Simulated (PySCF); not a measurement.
Species: C7H11O (doublet state).
Z-matrix (Å and degrees, GFN2-xTB geometry), rows numbered from 1:
```
C 
C   1  1.5254
C   2  1.5057  1  111.86
C   3  1.5294  2  126.24  1   -62.12
C   4  1.6277  3   75.02  2   179.39
O   5  1.2513  4  126.54  3   175.97
C   3  1.5314  2  125.81  1  -177.89
C   3  1.5407  2  127.19  1    60.26
H   1  1.0873  2  110.49  3    60.16
H   1  1.0868  2  110.32  3  -179.95
H   1  1.0871  2  110.49  3   -60.10
H   2  1.0932  1  109.73  3  -120.95
H   2  1.0929  1  109.71  3   120.72
H   4  1.0849  3  118.41  2   -67.41
H   4  1.0861  3  118.70  2    74.74
H   7  1.0869  3  118.25  2   -73.17
H   7  1.0854  3  118.19  2    67.18
H   8  1.0879  3  116.90  2    66.49
H   8  1.0875  3  117.12  2   -67.71
```

Identity: `C1[C@]2(CC)C[C@@]1([O])C2` [radical].

Level of theory: PySCF, UKS B3LYP, pcH-1 on C H O, non-relativistic, mean-field spin-orbit, GIAO. Geometry: GFN2-xTB, one conformer, isolated molecule. The geometry wasn't refined by DFT: couplings that depend on bond lengths, twists or pyramidal angles can differ widely from those at the functional's own minimum.

Output of the driver script. Atoms in this output count from 0.

```
UKS, coarse grid
  cycle   1  E = -348.30919112  |g| = 6.08e-01
  cycle   2  E = -347.84744537  |g| = 1.25e+00
  cycle   3  E = -348.46023219  |g| = 1.69e-01
  cycle   4  E = -348.47156050  |g| = 1.07e-01
  cycle   5  E = -348.47674032  |g| = 2.67e-02
  cycle   6  E = -348.47702433  |g| = 1.47e-02
  cycle   7  E = -348.47714517  |g| = 3.04e-03
  cycle   8  E = -348.47715001  |g| = 9.09e-04
UKS, final grid
  cycle   1  E = -348.47705693  |g| = 1.21e-03
  cycle   2  E = -348.47705615  |g| = 1.79e-03
  cycle   3  E = -348.47705759  |g| = 2.78e-04
  cycle   4  E = -348.47705762  |g| = 4.23e-05
  cycle   5  E = -348.47705762  |g| = 2.44e-05
E = -348.47705762 Eh   <S^2> = 0.7571 (exact 0.7500)
g shifts (ppm)      1          2          3
  rmc          -264       -264       -264
  gc             -2        -18         57
  oz_so         207       4579      39991
  total         -60       4297      39784
hyperfine (MHz)  atom isotope    a_iso     a_fc   dipolar eigenvalues
    0   13C       4.06       4.06     -0.42     -0.38      0.80
    1   13C      -2.18      -2.18     -0.52      0.12      0.40
    2   13C     -10.31     -10.31     -1.95      0.53      1.42
    3   13C      91.25      91.25    -22.16    -21.73     43.89
    4   13C     -57.01     -57.01     -8.26      1.89      6.37
    5   17O     -39.99     -39.99   -202.54     99.88    102.66
    6   13C      76.40      76.40    -17.74    -17.27     35.01
    7   13C      -5.44      -5.44     -0.84     -0.75      1.59
    8    1H      -0.05      -0.05     -1.27     -0.71      1.98
    9    1H       0.99       0.99     -0.53     -0.49      1.02
   10    1H      -0.17      -0.17     -0.79     -0.66      1.46
   11    1H      -0.14      -0.14     -1.32     -0.80      2.13
   12    1H       6.01       6.01     -1.15     -0.71      1.86
   13    1H     -13.75     -13.75    -10.00     -2.74     12.74
   14    1H       3.35       3.35    -11.19     -0.24     11.42
   15    1H       9.32       9.32     -9.31     -0.05      9.36
   16    1H     -11.33     -11.33     -7.99     -2.82     10.81
   17    1H       7.36       7.36     -2.37     -1.50      3.87
   18    1H       5.31       5.31     -2.64     -1.48      4.11
```

Q: The run flagged its g tensor. What set off the flag, and which results does it touch?

A: The largest g shift is +0.040, past the limit of 0.03 at which the run flags a species of elements up to argon. The orbital-Zeeman/spin–orbit term is second order, a sum of spin–orbit matrix elements over excitation energies, so it grows and becomes less reliable as an excited state comes close; a shift of this size calls for a check with another method. The contact and dipolar couplings don't rest on that expansion, but they belong to the state that the SCF found, and a close-lying state with the spin in another orbital would have other couplings; no stability test was run.

Hardware: one thread of an Arm Neoverse V2 (shared host). Cost: 81 s of wall time (with the writing of density and orbital grids), 1.0 GiB resident at most.
